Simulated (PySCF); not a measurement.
# Working out the ionisation energy of Cd⁺

Cd⁺ [Kr] 4d10 5s1 (2S) → Cd²⁺ [Kr] 4d10 (1S). Computed with PySCF 2.14 in x2c-QZVPPall (13s8p7d4f2g, 118 functions), with the spin-free X2C one-electron Hamiltonian (Gaussian nucleus). Frozen: [Ar] 3d10. Energies in hartree (1 hartree = 27.21139 eV):

| part | Cd⁺ (lower) | Cd²⁺ (upper) |
| --- | --- | --- |
| UHF | -5591.118691 | -5590.546439 |
| MP2 opposite-spin | -0.476348 | -0.446855 |
| MP2 same-spin | -0.235687 | -0.213426 |

Q: What does Hartree-Fock give?

A: (-5590.546439) − (-5591.118691) = 0.572252 hartree = 15.572 eV.

Q: What do MP2 and SCS-MP2 (6/5 opposite-spin, 1/3 same-spin) give?

A: The opposite-spin parts differ by 0.803 eV and the same-spin parts by 0.606 eV. MP2: 15.572 + (0.803) + (0.606) = 16.981 eV. SCS-MP2: 15.572 + 1.2 × (0.803) + (0.606)/3 = 16.738 eV.

Measured between the centres of the two terms (NIST): 16.908 eV, so MP2 (valence and next inner shell) is off by 0.073 eV.

What remains against the reference includes basis incompleteness, the frozen core and correlation beyond second order.
